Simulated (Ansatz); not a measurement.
`CC(C)[TeH]` and `C[CH](C)[GeH]` differ in one atom or group.

Ansatz, PBE0-D4/def2-TZVP geometries, multiplicity 1. 

Elements past krypton have def2 core potentials. Scalar relativity is left out up to krypton.

```tsv
property	`CC(C)[TeH]`
HOMO energy (B3LYP/def2-TZVPP) / eV	-5.80
size of the dipole moment (PBE/def2-TZVPP) / D	1.53
HOMO–LUMO gap (PBE0/def2-TZVPP) / eV	5.43
HOMO energy (ωB97M-V/def2-TZVPP) / eV	-8.14
size of the dipole moment (ωB97M-V/def2-TZVPP) / D	1.48
zero-point energy (PBE0-D4/def2-TZVP) / kJ/mol	262.7
```

Q: What does the change do to each property? (An estimate is asked.)

A: Ansatz gave: 
```json
{"property": "HOMO energy (B3LYP/def2-TZVPP) / eV", "`C[CH](C)[GeH]`": "-6.00", "shift": "-0.20"}
{"property": "size of the dipole moment (PBE/def2-TZVPP) / D", "`C[CH](C)[GeH]`": "1.01", "shift": "-0.52"}
{"property": "HOMO–LUMO gap (PBE0/def2-TZVPP) / eV", "`C[CH](C)[GeH]`": "3.65", "shift": "-1.78"}
{"property": "HOMO energy (ωB97M-V/def2-TZVPP) / eV", "`C[CH](C)[GeH]`": "-8.26", "shift": "-0.12"}
{"property": "size of the dipole moment (ωB97M-V/def2-TZVPP) / D", "`C[CH](C)[GeH]`": "0.90", "shift": "-0.58"}
{"property": "zero-point energy (PBE0-D4/def2-TZVP) / kJ/mol", "`C[CH](C)[GeH]`": "258.8", "shift": "-3.9"}
```

With PBE0 the HOMO falls by 0.15 eV and the LUMO falls by 1.92 eV, so the gap narrows by about 1.77 eV. PBE moves the HOMO by -0.16 eV and ωB97M-V by -0.12 eV. Dipoles are sizes alone; their direction can turn.

B3LYP here is the variant with VWN-RPA as its local correlation; programs differ in this.

Spin–orbit coupling is left out; it splits and shifts lone-pair levels of the heavy atoms by tenths of an eV.
